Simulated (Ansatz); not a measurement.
Start from `C[Si](Cl)(Cl)Cl` and change one atom or group to get `CO[Si](Cl)(Cl)Cl`.

Ansatz, PBE0-D4/def2-TZVP geometries, multiplicity 1. Each molecule was computed in one conformer, which needn't be the lowest.

| property | `C[Si](Cl)(Cl)Cl` |
| --- | --- |
| ideal-gas entropy at 298 K and 1 bar (rigid rotor, harmonic PBE0-D4/def2-TZVP) / J/(mol·K) | 350 |
| size of the dipole moment (PBE/def2-TZVPP) / D | 1.90 |
| HOMO–LUMO gap (B3LYP/def2-TZVPP) / eV | 8.87 |
| size of the dipole moment (ωB97M-V/def2-TZVPP) / D | 1.92 |
| HOMO energy (B3LYP/def2-TZVPP) / eV | -8.86 |
| HOMO energy (PBE/def2-TZVPP) / eV | -7.73 |

**Question.** What does the change do to each property? (Estimate.)

**Answer.** Computed: 
```json
{"property": "ideal-gas entropy at 298 K and 1 bar (rigid rotor, harmonic PBE0-D4/def2-TZVP) / J/(mol·K)", "`CO[Si](Cl)(Cl)Cl`": "390", "shift": "40"}
{"property": "size of the dipole moment (PBE/def2-TZVPP) / D", "`CO[Si](Cl)(Cl)Cl`": "1.83", "shift": "-0.07"}
{"property": "HOMO–LUMO gap (B3LYP/def2-TZVPP) / eV", "`CO[Si](Cl)(Cl)Cl`": "8.65", "shift": "-0.22"}
{"property": "size of the dipole moment (ωB97M-V/def2-TZVPP) / D", "`CO[Si](Cl)(Cl)Cl`": "1.90", "shift": "-0.02"}
{"property": "HOMO energy (B3LYP/def2-TZVPP) / eV", "`CO[Si](Cl)(Cl)Cl`": "-8.80", "shift": "0.06"}
{"property": "HOMO energy (PBE/def2-TZVPP) / eV", "`CO[Si](Cl)(Cl)Cl`": "-7.49", "shift": "0.24"}
```

With PBE0 the HOMO rises by 0.09 eV and the LUMO falls by 0.15 eV, so the gap narrows by about 0.24 eV. PBE moves the HOMO by 0.24 eV and ωB97M-V by -0.01 eV. The zero-point energy changes by 15.8 kJ/mol with +3 modes. Dipoles are sizes alone; their direction can turn.

B3LYP here is the variant with VWN-RPA as its local correlation; programs differ in this.
